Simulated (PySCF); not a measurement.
Magnetic shielding above rings: a mixed set.

Probes without a nucleus sit at each ring's centroid and 1 Å off its mean plane on both sides; NICS is minus the shielding there, NICSzz its component along the normal. Level: GIAO PBE0/pcSseg-1 (PySCF, non-relativistic, gas phase) on the GFN2-xTB geometries, one conformer each. Atom numbers follow the mapped SMILES.

Question: Order these rings by mean NICS(1)zz, lowest (most negative) first (ppm).
A. ring C3–C4–C5–C6–C7–C8 in `[CH:1]#[C:2][c:3]1[cH:4][cH:5][cH:6][cH:7][c:8]1[CH:9]=[CH2:10]`
B. ring C3–C4–C5–C6–C7–C8 in `[O:1]=[C:2]([c:3]1[cH:4][cH:5][cH:6][cH:7][cH:8]1)[CH:9]1[CH2:10][CH2:11]1`
C. ring C4–C5–C6–C7–C8–C9 in `[cH:1]1[cH:2][cH:3][c:4]2[cH:5][cH:6][cH:7][cH:8][c:9]2[cH:10]1`
D. ring C5–N6–N7–N8–C9 in `[Cl:1][c:2]1[cH:3][cH:4][c:5]2[n-:6][n:7][n:8][c:9]2[cH:10]1` (charge -1)
E. ring P5–C6–C7–C8–C9 in `[CH3:1][CH2:2][N:3]([CH3:4])[P:5]1[CH2:6][CH:7]=[CH:8][CH2:9]1`
F. ring C4–C5–C6–N7–C8–C9 in `[N:1]#[C:2][CH-:3][c:4]1[cH:5][cH:6][n:7][cH:8][cH:9]1` (charge -1)
G. ring P4–C5–C6–C8 in `[CH3:1]/[CH:2]=[CH:3]/[P:4]1[CH2:5][CH:6]([F:7])[CH2:8]1`

Answer: D (-42.0), C (-29.7), B (-28.2), A (-24.9), F (-12.8), E (-7.2), G (1.5).

| SMILES | ring | NICS(0) | NICS(1) | NICS(1)zz | HOMA | rms pucker (Å) | ring atoms with four or more neighbours |
| --- | --- | --- | --- | --- | --- | --- | --- |
| Clc1ccc2[n-]nnc2c1 | 5-membered ring with 3 N; formal bonds all aromatic | -13.6 | -16.5 | -42.0 | 0.85 | 0.00 | 0 |
| c1ccc2ccccc2c1 | 6-membered carbocycle; formal bonds all aromatic | -8.9 | -11.9 | -29.7 | 0.86 | 0.00 | 0 |
| O=C(c1ccccc1)C1CC1 | 6-membered carbocycle; formal bonds all aromatic | -8.5 | -11.3 | -28.2 | 0.99 | 0.01 | 0 |
| C#Cc1ccccc1C=C | 6-membered carbocycle; formal bonds all aromatic | -7.6 | -10.4 | -24.9 | 0.98 | 0.00 | 0 |
| N#C[CH-]c1ccncc1 | 6-membered ring with N; formal bonds all aromatic | -2.4 | -6.1 | -12.8 | 0.85 | 0.00 | 0 |
| CCN(C)P1CC=CC1 | 5-membered ring with P; formal bonds 1 double, 4 single | -3.2 | -3.6 | -7.2 | – | 0.06 | 2 |
| C/C=C/P1CC(F)C1 | 4-membered ring with P; formal bonds all single | -3.4 | -2.7 | 1.5 | – | 0.14 | 3 |

NICS(0) gives another order. The isotropic NICS(1) gives the same order. Over the 5 rings with a HOMA value its correlation coefficient with NICS(1)zz is 0.06. HOMA uses Krygowski's 1993 parameters; it is left out where a ring has a four-coordinate atom, a triple bond, no multiple bond or a kind of bond without parameters. NICS(1) and NICS(1)zz are means over the two faces.
